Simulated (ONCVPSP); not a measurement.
# strontium (Sr): one change to an ONCV potential, before and after

| Quantity | Value |
| --- | --- |
| Element | strontium |
| Generator | ONCVPSP 4.0.1 |
| Type | optimised norm-conserving Vanderbilt (ONCV) |
| Functional | LDA (Perdew-Zunger) |
| Relativity | scalar-relativistic |
| Frozen core | [Ar] 3d10 |
| Valence charge | 10 |
| Reference configuration | 4s2 4p6 5s1.5 (charge +0.5) |
| Partial waves | 4s+5s: rc 2.25 bohr, ncon 3, nbas 7, qcut 5.8 1/bohr, 2 projectors; 4p: rc 2.20 bohr, ncon 5, nbas 9, qcut 6.8 1/bohr, 2 projectors, debl 2 Ha; d scattering state at 0.37 Ha: rc 2.35 bohr, ncon 5, nbas 8, qcut 3.9 1/bohr, 3 projectors, debl 3.1 Ha |
| Local potential | polynomial inside 1.65 bohr (lpopt 5, dvloc0 0 Ha) |
| Core correction | none |

In the d channel the program set the typed energies aside and used 0.050, 3.150, 6.250 Ha.

All-electron outer shells of the reference configuration (LDA (Perdew-Zunger), scalar-relativistic, ld1.x):

| shell | level (eV) | outermost node (bohr) | outermost maximum (bohr) |
| --- | --- | --- | --- |
| 4s | -43.96 | 0.59 | 1.19 |
| 4p | -25.88 | 0.61 | 1.32 |
| 5s | -6.04 | 1.64 | 3.49 |

Change: p: rc 3.24. In the p channel the program set the typed energies aside and used -0.951, 0.050 Ha. In the d channel the program set the typed energies aside and used 0.050, 3.150, 6.250 Ha.

Cutoffs: the cutoffs (Ha) at which the residual kinetic energy of the hardest occupied pseudo-wave falls to 1 and 0.1 mHa per electron; they do not see the model core or the augmentation charge, which bear on the density cutoff. Errors are all-electron minus pseudo energies relative to the spin-unpolarised reference configuration.

What does the change do?

The potential gets softer (12 Ha and 17 Ha → 9.8 Ha and 12 Ha); of the 4 tests that both files solve, the error grows in 1 and shrinks in 0 by more than 15 % and 0.3 meV (median size 1.1 → 1.1 meV); neither file shows a bound ghost. A larger radius leaves more room for a smooth pseudo-wave, so fewer plane waves are needed.

```tsv
quantity	base	changed
cutoff, loose	12 Ha	9.8 Ha
cutoff, tight	17 Ha	12 Ha
loose cutoff by channel	s 9.8 Ha, p 12 Ha	s 9.8 Ha, p 7.7 Ha
bound ghosts	none	none
GHOST(+) flags under 300 eV	none	none
error for 4s2 4p6 5s2, meV [ΔE -2.41 eV]	+0.1	+0.1
error for 4s2 4p6 5s1, meV [ΔE 3.65 eV]	-0.3	-0.3
error for 4s2 4p6 5s0, meV [ΔE 14.83 eV]	-1.9	-1.9
error for 4s2 4p5 5s2, meV [ΔE 25.97 eV]	+2.9	+8.0
s: phases at 2.29 bohr within 0.05 rad from the reference energy up to (Ha; the scan ends near 5)	3.7	3.7
d: phases at 2.39 bohr within 0.05 rad from the reference energy up to (Ha; the scan ends near 5)	to the end of the scan	to the end of the scan
```

Changed file: The cutoffs count occupied waves only; projector 3 of the d channel, the hardest unoccupied one, needs 26 Ha at the loose tolerance.
